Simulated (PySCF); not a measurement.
Species: (F2Al-mu-PH2)2.
Z-matrix (Å and degrees, PBE0-D3(BJ)/def2-SVP geometry), rows numbered from 1:
```
Al
F   1  1.6648
F   1  1.6646  2  121.55
P   1  2.4271  2  110.60  3  -132.38
Al  4  2.4263  1   92.72  2  -111.25
F   5  1.6650  4  110.72  1   111.08
F   5  1.6647  4  110.89  1  -111.29
P   1  2.4258  2  110.77  3   132.54
H   4  1.4138  1  115.37  2   128.96
H   4  1.4138  1  115.71  2     9.20
H   8  1.4139  1  115.76  2  -128.51
H   8  1.4141  1  115.53  2    -8.54
```

The closed-shell ground state was solved at several levels (PySCF, density fitting, gas phase, non-relativistic).

```tsv
level	basis functions	HOMO (eV)	LUMO (eV)	gap (eV)	dipole (D)
PBE/pcSseg-1 (pcSseg-2 on Al)	222	-7.22	-2.72	4.50	0.02
CAM-B3LYP/def2-SVPD	220	-9.69	-1.01	8.68	0.02
B3LYP/pcSseg-1 (pcSseg-2 on Al)	222	-8.18	-2.07	6.11	0.02
```

**Question.** Estimate the row for PBE0/pcSseg-1 (pcSseg-2 on Al), a basis of 222 functions; the other rows only guide the guess.

**Answer.** HOMO -8.44 eV, LUMO -1.94 eV, gap 6.50 eV, dipole 0.02 D.

**Question.** Over all these levels, which gives the widest orbital gap and which the narrowest?

**Answer.** CAM-B3LYP/def2-SVPD (range-separated hybrid) has the widest, 8.68 eV, and PBE/pcSseg-1 (pcSseg-2 on Al) (GGA) the narrowest, 4.50 eV. Functional and basis both differ between the two, so the spread mixes both effects.

**Question.** In the pcSseg-1 (pcSseg-2 on Al) basis, how does the gap go with the fixed share of exact exchange?

**Answer.** PBE (0 %) 4.50 eV; B3LYP (20 %) 6.11 eV; PBE0 (25 %) 6.50 eV. Each rise in the share widens the gap here.

**Question.** How far do the dipole and the HOMO energy spread over the levels?

**Answer.** The dipole runs from 0.02 to 0.02 D (mean 0.02 D) and the HOMO from -9.69 to -7.22 eV.

One conformer stands for the species.
